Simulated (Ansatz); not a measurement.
BFH₂O₂Si. The species carries charge 0 and has multiplicity 1. The geometry is a stationary point of PBE0-D4/def2-TZVP.

```xyz
7

F    -1.364   -0.033    2.069
B    -0.644   -0.016    0.976
O    -1.126   -0.072   -0.325
Si    0.498    0.012   -0.755
O     0.742    0.062    0.909
H     1.018   -1.204   -1.410
H     0.877    1.250   -1.464
```

Problem. What is the dipole moment at r2SCAN/def2-TZVPP? (An estimate is asked.)

Solution. The calculation gave: 2.35 D, with components (1.30, 0.03, -1.96) D in this frame, pointing from negative to positive charge.

Problem. And with PBE, B3LYP, ωB97M-V? (Best estimate.)

Solution. The calculation gave: PBE 2.30 D, B3LYP 2.46 D, ωB97M-V 2.42 D.

Problem. Give the Mulliken charges with r2SCAN, PBE, ωB97M-V in def2-TZVPP. (Estimate.)

Solution. Computed: 
```tsv
atom	r2SCAN	PBE	ωB97M-V
F1	-0.25	-0.19	-0.23
B2	0.63	0.49	0.61
O3	-0.41	-0.33	-0.40
Si4	0.57	0.47	0.46
O5	-0.41	-0.33	-0.40
H6	-0.06	-0.05	-0.02
H7	-0.06	-0.05	-0.02
```

B3LYP here is the variant with VWN-RPA as its local correlation; programs differ in this.
